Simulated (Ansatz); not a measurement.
Isolated molecules relaxed with PBE0-D4/def2-TZVP in Ansatz; ΔE leaves out vibrations. CBS: MP2 limit from def2 TZ/QZ plus the TZ coupled-cluster correction, frozen cores. This one scheme is used for every species. DFT in def2-TZVPP. B3LYP here is the variant with VWN-RPA as its local correlation; programs differ in this. Triplets are unrestricted, without spin–orbit coupling. One conformer a species, not always the lowest.

Consider the formal loss of a carbene: `OC[Si](O)(O)O` → `[CH2]` (triplet) + `O[Si](O)(O)O`.

Is it downhill or uphill in electronic energy at CCSD(T)/CBS, and by how much? (An estimate is asked.)

The calculation gave: Uphill: ΔE = +245.9 kJ/mol.

What do these levels give: r2SCAN-D4, PBE0-D4, ωB97M-V, B2PLYP, PBE0, B3LYP, HF/def2-TZVPP, CCSD(T)/def2-TZVPP, HF/def2-QZVPP, HF/CBS(def2), MP2/CBS(def2), CCSD/CBS(def2)? (Estimate.)

The calculation gave: r2SCAN-D4 227.9, PBE0-D4 254.5, ωB97M-V 255.0, B2PLYP 238.6, PBE0 248.5, B3LYP 237.4, HF/def2-TZVPP 89.5, CCSD(T)/def2-TZVPP 235.8, HF/def2-QZVPP 88.4, HF/CBS(def2) 88.2, MP2/CBS(def2) 251.6, CCSD/CBS(def2) 232.7 kJ/mol.

Largest T1 diagnostic among the species: 0.011.

From PBE to PBE0 (25 % exact exchange), in def2-TZVPP and without D4, ΔE moves by −17.1 kJ/mol. In def2-TZVPP, CCSD(T) changes the Hartree–Fock value by +146.4 kJ/mol (the triples alone add +13.2 kJ/mol) and MP2 by +152.1 kJ/mol.
